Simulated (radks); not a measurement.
Question: These are the eigenvalues of the occupied orbitals of an atom or ion with whole-number occupations (hartree). Calculated with a radial shooting solver on a logarithmic mesh with Libxc functionals: Dirac Kohn-Sham, BLYP, spin-unpolarised, spherical densities, finite nucleus; Fermi nuclear charge, rms radius of each element as measured or else 0.836 A^(1/3) + 0.57 fm.

1s1/2: -258.8141
2s1/2: -47.34282
2p1/2: -43.85265
2p3/2: -43.43571

Which element is it, and in what charge state? The configuration may be excited. Open shells, if any, fill j = l - 1/2 first.

Answer: Z = 25, manganese, charge +16: Mn16+ in [He] 2s2 2p5. The list shows which subshells hold electrons but not how many an open one holds; the 1s level, -258.81 hartree, gives Z - s = 22.8 by -(Z - s)^2/2, which with screening and relativity narrows Z to a few neighbours, and the depths of the outer levels then fix element, charge and occupations together.
